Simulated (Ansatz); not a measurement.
```yaml
crystal:
  periodic: [false, false, false]
  atoms:
    - {symbol: O, position_ang: [1.776923, 0.708263, -0.630460]}
    - {symbol: B, position_ang: [1.057573, -0.138147, 0.132930]}
    - {symbol: F, position_ang: [1.755168, -0.962282, 0.903174]}
    - {symbol: Ge, position_ang: [-1.023162, -0.225570, 0.173810]}
    - {symbol: H, position_ang: [1.242803, 1.290053, -1.175228]}
    - {symbol: H, position_ang: [-1.563438, 0.082979, 1.579004]}
    - {symbol: H, position_ang: [-1.625134, 0.805152, -0.802461]}
    - {symbol: H, position_ang: [-1.528534, -1.617548, -0.236569]}
basis:
  gaussian: {orbitals: aug-cc-pVDZ}
magnetization: {spin_polarized: false, initial_magnetization: 2}
hamiltonian: {xc: {name: RPBE}, dispersion: d4}
```

```sh
$ ansatz run in.yaml --threads 2 --pin off --events-out ev --progress --plain --max-ram 4352MiB
```

Shortened log:

```
Functional definition: RPBE
1255 factors; their error is unknown
mean field evaluation 1: about -62010.8554 eV, gradient 5.9e1 eV
mean field evaluation 2: about -61956.4484 eV, gradient 1.5e2 eV
mean field evaluation 4: about -62014.9027 eV, gradient 2.9e1 eV
mean field evaluation 8: about -62017.7161 eV, gradient 6.0e-1 eV
mean field evaluation 16: about -62017.6726 eV, gradient 3.6e-3 eV
mean field -62017.67255435 eV, -2279.1074292841 hartree, gradient 9.6e-6 eV, S^2 2.000000; 8 other end points of the search recorded, 0 dependent functions left out
reference -62017.67265917 eV, -2279.1074331362 hartree; 30, 28 occupied and 111, 113 virtual orbitals, 1255 factors
Total energy: -62018.12963127 eV, -2279.1242265511 hartree
```

Run time 17 s (2 threads of an Arm Neoverse V1 on a shared host); peak host memory 0.38 GiB.
